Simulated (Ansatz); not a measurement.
Ideal-gas functions of AlClH₂OS (`[OH][Al]([SH])[Cl]`) at 400 K and 1 bar, from an Ansatz frequency run at PBE0-D4/def2-TZVP.

Molar mass 112.52 g/mol, point group Cs (symmetry number 1), electronic degeneracy 1, moments of inertia 112.636, 232.324, 344.959 u Å². Harmonic wavenumbers (cm⁻¹, unscaled): 137, 184, 220, 251, 336, 420, 560, 627, 701, 901, 2710, 3964.

Use S(trans) = R[1.5 ln M + 2.5 ln T − 1.1517]; rotational temperatures θ = 24.2544 K / I; S(rot) = R[ln(√π/σ · √(T³/θAθBθC)) + 1.5]; for each mode x = 1.438777 ν̃/T, S = R[x/(eˣ − 1) − ln(1 − e⁻ˣ)] and H = RT x/(eˣ − 1); 1 cm⁻¹ = 0.0119627 kJ/mol; R = 8.31446 J/(mol·K).

By hand: the entropy, in J/(mol·K).

Translation 173.9. Rotation: θ = 0.2153, 0.1044, 0.0703 K, giving 118.8. Vibration, mode by mode: 14.28, 11.90, 10.47, 9.44, 7.23, 5.63, 3.77, 3.12, 2.53, 1.43, 0.01, 0.00, in all 69.8. Electronic 0.0. Sum 362.5 J/(mol·K).

By hand: H − E and G − E in kJ/mol, counted from the electronic energy.

Zero-point energy ½ × 11011 × 0.0119627 = 65.9; thermal vibration 15.4; translation, rotation and pV give 4 RT = 13.3. H − E = 94.6 kJ/mol, and G − E = 94.6 − 400 × 362.5/1000 = -50.4 kJ/mol.

Vibration gives 19 % of the entropy, 14.3 J/(mol·K) of it from the mode under 150 cm⁻¹: soft modes count most, and the harmonic formula is weakest for them. The sum counts one conformer and one mirror image; others add a mixing term.
